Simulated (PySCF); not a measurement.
PySCF 2.14 output of a UHF calculation on a single atom or ion in x2c-TZVPPall, with scalar relativity by spin-free X2C-1e:

```
SCF conv_tol = 1e-09
number electrons alpha = 31  beta = 27
cycle= 1 E= -8856.29938272147  delta_E= -0.00972  |g|= 0.0323  |ddm|= 0.0824
cycle= 2 E= -8856.29997689424  delta_E= -0.000594  |g|= 0.0102  |ddm|= 0.0242
cycle= 3 E= -8856.30008812958  delta_E= -0.000111  |g|= 0.00333  |ddm|= 0.0161
cycle= 4 E= -8856.30010203664  delta_E= -1.39e-05  |g|= 0.00131  |ddm|= 0.00831
cycle= 5 E= -8856.30010392703  delta_E= -1.89e-06  |g|= 0.000321  |ddm|= 0.00501
cycle= 6 E= -8856.30010414773  delta_E= -2.21e-07  |g|= 9.41e-05  |ddm|= 0.00265
cycle= 7 E= -8856.30010417897  delta_E= -3.12e-08  |g|= 2.6e-05  |ddm|= 0.00138
cycle= 8 E= -8856.30010418131  delta_E= -2.34e-09  |g|= 5.68e-06  |ddm|= 0.000417
cycle= 9 E= -8856.3001041814  delta_E= -9.64e-11  |g|= 1.78e-06  |ddm|= 6.3e-05
converged SCF energy = -8856.3001041814  <S^2> = 6.0090555  2S+1 = 5.0036209
```

The run itself started from symmetry-adapted Hartree-Fock orbitals and held the occupation by maximum overlap, so the iterations belong to that start.

Q: Which element, charge and spin multiplicity is this?

A: Ce (cerium, neutral), multiplicity 5; the state was [Xe] 4f1 5d2 6s1, one real determinant (an excited configuration).

⟨L²⟩ = 24.09 against 42 for a pure I term, so this real determinant mixes terms. Spin-orbit coupling, absent here, splits the open shell strongly.
